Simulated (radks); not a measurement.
Charge is removed step by step from the 4d level of Ag, starting from [Kr] 4d10 5s1. Calculated with a radial shooting solver on a logarithmic mesh with Libxc functionals: scalar-relativistic Kohn-Sham, SCAN, spin-unpolarised, spherical densities, finite nucleus; meta-GGA in the generalised Kohn-Sham scheme; Fermi nuclear charge, rms radius 4.5454 fm.

removed (e)  E - E(0) (eV)  eigenvalue (eV)  E minus straight line (eV)
0                    0.000           -7.685                       0.000
0.125                1.051           -9.042                      -0.631
0.25                 2.273          -10.441                      -1.091
0.375                3.662          -11.879                      -1.383
0.5                  5.236          -13.353                      -1.491
0.625                7.032          -14.861                      -1.376
0.75                 8.969          -16.401                      -1.121
0.875               11.114          -17.973                      -0.657
1                   13.454          -19.575                       0.000

Removing the whole electron costs 13.454 eV by Delta-SCF, against 7.685 eV from minus the eigenvalue at the starting occupation. Slater's transition state (half an electron removed) gives 13.353 eV. Integrating minus the eigenvalue over the occupation (Janak's theorem) gives 13.445 eV. In this scalar-relativistic scheme the density is built from large components alone, so the theorem holds only approximately. The mean slope of the eigenvalue, de/dn, is 11.9 eV per electron.
